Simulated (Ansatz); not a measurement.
Ansatz (a quantum-chemistry and plane-wave program) input (HF/3-21G): The .json file is the Basis Set Exchange's 3-21G.

Ansatz 0.2 input:
```yaml
crystal:
  periodic: [false, false, false]
  atoms:
    - {symbol: C, position_ang: [-2.47297600, -1.12623900, 0.29709300]}
    - {symbol: C, position_ang: [-1.21975200, -1.59167800, 0.28987100]}
    - {symbol: B, position_ang: [0.05890900, -0.75236600, 0.10070900]}
    - {symbol: Br, position_ang: [-0.09202800, 1.17535400, -0.15732900]}
    - {symbol: C, position_ang: [1.45447800, -1.40617900, 0.11141200]}
    - {symbol: C, position_ang: [2.62167100, -0.77284700, -0.04288800]}
    - {symbol: H, position_ang: [-2.68128300, -0.07118700, 0.16304900]}
    - {symbol: H, position_ang: [-3.32928300, -1.77652900, 0.43597500]}
    - {symbol: H, position_ang: [-1.08579500, -2.66318900, 0.43043900]}
    - {symbol: H, position_ang: [1.48885700, -2.48459700, 0.25862500]}
    - {symbol: H, position_ang: [3.57000900, -1.29795600, -0.02443500]}
    - {symbol: H, position_ang: [2.66340300, 0.29954900, -0.19361700]}
basis:
  gaussian:
    orbitals: 3-21G.json
hamiltonian:
  xc: {name: HF}
relax: {f_tol: 0.003, max_steps: 120}
```

Output:

```
Functional definition: HF
integrals: 0.03 GiB planned
1045 factors; integrals over basis functions are off by at most 6.4e-4 eV
mean field: 0.31 GiB planned
mean field evaluation 1: about -74522.0514 eV, gradient 2.5e1 eV
mean field evaluation 2: about -74522.3266 eV, gradient 2.5e1 eV
mean field evaluation 4: about -74524.2771 eV, gradient 2.3e0 eV
mean field evaluation 8: about -74524.2951 eV, gradient 1.1e-4 eV
mean field -74524.29507248 eV, -2738.7173295320 hartree, gradient 2.5e-5 eV, S^2 0.000000; 0 other end points of the search recorded, 0 dependent functions left out
the calculation of the forces begins
reference -74524.29507248 eV, -2738.7173295320 hartree; 35, 35 occupied and 45, 45 virtual orbitals, 1045 factors
relax step   1: F+E_penalty+E_count = -74524.29507248 eV  Δ(F+E_penalty+E_count) = +0.000e0 eV  max|allowed force component| = 8.702e-1 eV/Å  Δτ_max = 0.0000 Å  (34 SCF iters, accepted)
these checks for a lower state are left out or cut short: starts, cluster_reference, orbital_swaps, neighbouring_geometries, increment
integrals: 0.03 GiB planned
1045 factors; integrals over basis functions are off by at most 6.5e-4 eV
mean field: 0.31 GiB planned
mean field evaluation 16: about -74524.3348 eV, gradient 1.7e-3 eV
mean field -74524.33481057 eV, -2738.7187898802 hartree, gradient 2.3e-5 eV, S^2 0.000000; 0 other end points of the search recorded, 0 dependent functions left out
the calculation of the forces begins
reference -74524.33481057 eV, -2738.7187898802 hartree; 35, 35 occupied and 45, 45 virtual orbitals, 1045 factors
relax step   2: F+E_penalty+E_count = -74524.33481057 eV  Δ(F+E_penalty+E_count) = -3.974e-2 eV  max|allowed force component| = 4.424e-1 eV/Å  Δτ_max = 0.0320 Å  (37 SCF iters, accepted)
these checks for a lower state are left out or cut short: starts, cluster_reference, orbital_swaps, neighbouring_geometries, increment
integrals: 0.03 GiB planned
1045 factors; integrals over basis functions are off by at most 6.5e-4 eV
mean field: 0.31 GiB planned
mean field evaluation 32: about -74524.3419 eV, gradient 2.3e-5 eV
mean field -74524.34185967 eV, -2738.7190489297 hartree, gradient 2.3e-5 eV, S^2 0.000000; 0 other end points of the search recorded, 0 dependent functions left out
the calculation of the forces begins
reference -74524.34185967 eV, -2738.7190489297 hartree; 35, 35 occupied and 45, 45 virtual orbitals, 1045 factors
relax step   3: F+E_penalty+E_count = -74524.34185967 eV  Δ(F+E_penalty+E_count) = -7.049e-3 eV  max|allowed force component| = 6.759e-2 eV/Å  Δτ_max = 0.0271 Å  (37 SCF iters, accepted)
these checks for a lower state are left out or cut short: starts, cluster_reference, orbital_swaps, neighbouring_geometries, increment
integrals: 0.03 GiB planned
1045 factors; integrals over basis functions are off by at most 6.5e-4 eV
mean field: 0.31 GiB planned
mean field -74524.34218745 eV, -2738.7190609754 hartree, gradient 2.3e-5 eV, S^2 0.000000; 0 other end points of the search recorded, 0 dependent functions left out
the calculation of the forces begins
reference -74524.34218745 eV, -2738.7190609754 hartree; 35, 35 occupied and 45, 45 virtual orbitals, 1045 factors
relax step   4: F+E_penalty+E_count = -74524.34218745 eV  Δ(F+E_penalty+E_count) = -3.278e-4 eV  max|allowed force component| = 1.876e-2 eV/Å  Δτ_max = 0.0063 Å  (38 SCF iters, accepted)
these checks for a lower state are left out or cut short: starts, cluster_reference, orbital_swaps, neighbouring_geometries, increment
integrals: 0.03 GiB planned
1045 factors; integrals over basis functions are off by at most 6.5e-4 eV
mean field: 0.31 GiB planned
mean field -74524.34222495 eV, -2738.7190623536 hartree, gradient 2.3e-5 eV, S^2 0.000000; 0 other end points of the search recorded, 0 dependent functions left out
the calculation of the forces begins
reference -74524.34222495 eV, -2738.7190623536 hartree; 35, 35 occupied and 45, 45 virtual orbitals, 1045 factors
relax step   5: F+E_penalty+E_count = -74524.34222495 eV  Δ(F+E_penalty+E_count) = -3.750e-5 eV  max|allowed force component| = 5.630e-3 eV/Å  Δτ_max = 0.0028 Å  (38 SCF iters, accepted)
these checks for a lower state are left out or cut short: starts, cluster_reference, orbital_swaps, neighbouring_geometries, increment
integrals: 0.03 GiB planned
1045 factors; integrals over basis functions are off by at most 6.5e-4 eV
mean field: 0.31 GiB planned
mean field -74524.34222576 eV, -2738.7190623832 hartree, gradient 2.3e-5 eV, S^2 0.000000; 0 other end points of the search recorded, 0 dependent functions left out
the calculation of the forces begins
reference -74524.34222576 eV, -2738.7190623832 hartree; 35, 35 occupied and 45, 45 virtual orbitals, 1045 factors
relax step   6: F+E_penalty+E_count = -74524.34222576 eV  Δ(F+E_penalty+E_count) = -8.063e-7 eV  max|allowed force component| = 1.710e-3 eV/Å  Δτ_max = 0.0001 Å  (38 SCF iters, accepted)
integrals: 0.03 GiB planned
1045 factors; integrals over basis functions are off by at most 6.5e-4 eV
mean field: 0.31 GiB planned
mean field evaluation 64: about -74524.0437 eV, gradient 1.7e-3 eV
mean field -74524.34222576 eV, -2738.7190623832 hartree, gradient 2.3e-5 eV, S^2 0.000000; 1 other end points of the search recorded, 0 dependent functions left out
the calculation of the forces begins
reference -74524.34222576 eV, -2738.7190623832 hartree; 35, 35 occupied and 45, 45 virtual orbitals, 1045 factors
Total energy: -74524.34222576 eV, -2738.7190623832 hartree
Atom 0 at    -2.462744    -1.121384     0.295837 Å, force    -0.001638    -0.000576     0.000173 eV/Å
Atom 1 at    -1.228755    -1.609036     0.292787 Å, force     0.001075     0.000748    -0.000165 eV/Å
Atom 2 at     0.061418    -0.784415     0.104999 Å, force     0.000045    -0.000576     0.000077 eV/Å
Atom 3 at    -0.094578     1.207925    -0.161689 Å, force    -0.000040     0.000515    -0.000069 eV/Å
Atom 4 at     1.466088    -1.422107     0.112952 Å, force    -0.001180     0.000592    -0.000014 eV/Å
Atom 5 at     2.610793    -0.769456    -0.042736 Å, force     0.001710    -0.000343    -0.000050 eV/Å
Atom 6 at    -2.656717    -0.074824     0.162148 Å, force     0.000743     0.000006    -0.000043 eV/Å
Atom 7 at    -3.322807    -1.750556     0.432012 Å, force     0.000496    -0.000098    -0.000015 eV/Å
Atom 8 at    -1.103817    -2.672297     0.432729 Å, force    -0.000545    -0.000041     0.000037 eV/Å
Atom 9 at     1.508103    -2.491120     0.258427 Å, force     0.000546     0.000034    -0.000036 eV/Å
Atom 10 at     3.559558    -1.273157    -0.027268 Å, force    -0.000476    -0.000166     0.000050 eV/Å
Atom 11 at     2.639669     0.292562    -0.191294 Å, force    -0.000736    -0.000096     0.000055 eV/Å
Dipole moment:     0.035210    -0.449691     0.060194 e Å
```

The geometry given is a B3LYP-D3(BJ)/def2-TZVP minimum.
